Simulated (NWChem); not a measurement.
System: GeSiH4OCl2; SMILES Cl[SiH](Cl)[O][GeH3]

Here is an NWChem input.

```
start job
memory heap 200 mb stack 900 mb global 1100 mb
geometry units angstroms noautoz
  Si    -0.009542     1.070396    -0.698849
  Cl    -1.743029     1.631266     0.289252
  Cl     1.596571     1.732702     0.431299
  O      0.048520    -0.534815    -0.916174
  Ge     0.035002    -2.017344     0.139721
  H      0.025328     1.752446    -2.000057
  H     -1.303398    -2.036159     0.907204
  H      0.155331    -3.182256    -0.859693
  H      1.246754    -1.930080     1.091121
end
basis spherical
  * library 3-21g
end
dft
  xc pbe0
  iterations 150
  vectors input atomic output neutral.movecs
end
task dft energy
charge 1
dft
  odft
  mult 2
  vectors input atomic output cation.movecs
end
task dft energy
```

Coordinates come from a B3LYP/6-31G* (spherical d) optimisation.

Ions are spin-unrestricted doublets at the neutral geometry; other ion states weren't tried.

Q: Give the results of this calculation. (PBE0/3-21G, vertical spin-unrestricted ions.) Quantities: basis functions; vertical ionisation energy, ΔSCF (eV); −ε(HOMO) (eV).

A: The number of basis functions comes out as 78, the vertical ionisation energy, ΔSCF (eV) comes out as 11.03 and the −ε(HOMO) (eV) is 9.09.
